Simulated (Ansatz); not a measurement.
`CC1=CCCO1` + `[OH][Ga]([Cl])[Cl]` → `C[O][Ga]([Cl])[Cl]` + `C1=COCC1` at 600 K and 1 bar (substitution at a C–C bond).

Calculated with Ansatz (gas phase, PBE0-D4/def2-TZVP geometries, no zero-point term in ΔE). CCSD(T)/CBS is the MP2 limit (def2-TZVPP, def2-QZVPP) plus CCSD(T) − MP2 in def2-TZVPP, frozen cores. For Ga outer-core shells are correlated without core-valence functions, which leaves a few kJ/mol of doubt a bond. Scalar relativity is left out up to krypton. One conformer a species, not always the lowest.

| species | CCSD(T)/CBS energy (Eh) | H − E (kJ/mol) | S (J/(mol·K)) |
| --- | --- | --- | --- |
| `CC1=CCCO1` | -270.22662 | 378.6 | 414.2 |
| `[OH][Ga]([Cl])[Cl]` | -2919.41483 | 87.4 | 396.5 |
| `C[O][Ga]([Cl])[Cl]` | -2958.65291 | 174.2 | 459.0 |
| `C1=COCC1` | -230.95628 | 291.9 | 361.3 |

H − E and S are ideal-gas, rigid-rotor, harmonic terms from PBE0-D4/def2-TZVP, for one conformer and one mirror image of each species. 1 Eh = 2625.50 kJ/mol, R = 8.31446 J/(mol·K).

Q: By hand: ΔE, ΔH, ΔS and ΔG.

A: ΔE = (-2958.65291) + (-230.95628) − (-270.22662) − (-2919.41483) = 0.03226 Eh = 84.7 kJ/mol. Δ(H − E) = 174.2 + 291.9 − 378.6 − 87.4 = 0.1, so ΔH = 84.8 kJ/mol. ΔS = 459.0 + 361.3 − 414.2 − 396.5 = 9.6 J/(mol·K). ΔG = 84.8 − 600 × (9.6)/1000 = 79.0 kJ/mol.

Q: By hand: the equilibrium constant, and the temperature at which ΔG would vanish if ΔH and ΔS stayed fixed.

A: log₁₀ K = −ΔG/(RT ln 10) = -6.9. ΔG = 0 at ΔH/ΔS = 8833 K, far beyond where these terms or the molecules hold.

The number of gas molecules stays the same, so ΔS is small and ΔH decides. A doubt of 5 kJ/mol in ΔE shifts log₁₀ K by 0.4 here. Other conformers and mirror images would add mixing entropy, several J/(mol·K) or more a flexible species. These are equilibria of isolated gas molecules and say nothing of rates. Largest T1 diagnostic: 0.013 (customary marks: 0.02 for closed shells, 0.045 for open ones).
